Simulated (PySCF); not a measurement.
Adding and removing an electron: RbZn

PBE0; PySCF, scalar-relativistic core potentials, basis sets Rb def2-SVP with ECP28, Zn def2-SVP. Neutral (UKS): doublet (σ ↑), Re = 4.124 Å, ωe = 32.1 cm⁻¹, De = 0.07 eV, HOMO -2.82 eV, LUMO -1.27 eV.

RbZn⁺ (UKS): singlet (closed shell), Re = 3.682 Å, ωe = 60.1 cm⁻¹, De = 0.21 eV to Rb⁺ + Zn. The energies at the minima are -1802.96492 hartree for RbZn and -1802.81575 for RbZn⁺.

Problem. Work out the adiabatic ionisation energy, without and with harmonic zero-point energies (1 hartree = 27.2114 eV, 1 eV = 8065.5 cm⁻¹), and the change of the bond length.

Solution. At PBE0: 0.14917 hartree = 4.059 eV between the minima; the zero-point term (60.1 − 32.1)/2 cm⁻¹ = +0.002 eV makes it 4.061 eV. Re changes by -44.2 pm against the neutral. The electron leaves a σ orbital, and the shorter bond of the ion fits an antibonding orbital, or a change in how ionic the bond is.

Closed-shell solutions of metal pairs were not tested for spin polarisation, which can lower them a little. Weak bonds: RbZn, RbZn⁺. Basis-set superposition, not corrected here, can be much of De in a small basis, most of all at correlated wavefunction levels. For an ion De counts to the pair picked by the measured ionisation energies or electron affinities, which need not be the lowest pair at this level. States were picked by a PBE0 search and need not be the measured ground states.
